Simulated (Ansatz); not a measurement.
Total energies of CH₁₂GeO₁₃Si₃, SMILES `C[O][Ge]([O][Si](O)(O)O)([O][Si](O)(O)O)[O][Si](O)(O)O`.

```xyz
30

C    -2.2122   -2.8021    0.7751
O    -1.3987   -2.3032   -0.2704
Ge   -0.4701   -0.8566   -0.0021
O     0.4757   -1.0265    1.4528
Si    1.9786   -0.5980    1.9410
O     3.0873   -1.3773    1.0038
O     2.1982   -1.1164    3.4632
O     2.2266    0.9875    1.8178
O     0.4973   -0.6045   -1.4191
Si    1.6941    0.4688   -1.7731
O     1.5494    1.7491   -0.7585
O     1.5081    1.0043   -3.2937
O     3.1421   -0.2164   -1.5837
O    -1.5458    0.5013    0.2865
Si   -2.2453    1.6908   -0.5539
O    -1.0218    2.6713   -1.0548
O    -3.0283    1.2364   -1.9023
O    -3.3233    2.4417    0.4064
H    -3.0066   -2.0966    1.0424
H    -1.6263   -3.0292    1.6716
H    -2.6732   -3.7236    0.4165
H     3.1397   -2.3303    1.0974
H     1.6553   -0.7328    4.1523
H     2.0476    1.4156    0.9602
H     0.7011    2.2257   -0.8285
H     1.5846    0.3670   -4.0044
H     3.3008   -0.6808   -0.7465
H    -1.2065    3.2340   -1.8098
H    -3.9361    0.9434   -1.8152
H    -3.0924    2.5574    1.3291
```

The species carries charge 0 and has multiplicity 1. Correlated methods include outer-core shells of Ge, which these sets cover unevenly. Scalar relativity is left out up to krypton. All single points use the PBE0-D4/def2-TZVP geometry. It is one conformer, not always the lowest. Basis def2-TZVPP, Ansatz 0.2.0.

```csv
functional,energy without D4 (Eh),D4 term (kJ/mol)
BLYP,-3969.88256,-240.1
HSE06 (plane-wave form),-3968.25085,-96.1
```

(1) Give the same for LDA (SPW92), PBE, revPBE, r2SCAN, B97M-V, PBE0, B3LYP, r2SCANh, r2SCAN0, BHLYP. (An estimate is asked.)

B3LYP takes the VWN-RPA correlation (the form of Gaussian; ORCA's B3LYP/G). HSE06 is the plane-wave form, built on full-range PBE exchange.

## Answers

(1) The calculation gave: 
| functional | energy without D4 (Eh) | D4 term (kJ/mol) |
| --- | --- | --- |
| LDA (SPW92) | -3956.11653 | – |
| PBE | -3968.16548 | -115.8 |
| revPBE | -3969.27414 | -302.3 |
| r2SCAN | -3969.47393 | -33.9 |
| B97M-V | -3969.13598 | – |
| PBE0 | -3968.31370 | -101.8 |
| B3LYP | -3970.12145 | -183.2 |
| r2SCANh | -3969.40047 | -36.3 |
| r2SCAN0 | -3969.29516 | -39.7 |
| BHLYP | -3969.53547 | -146.8 |
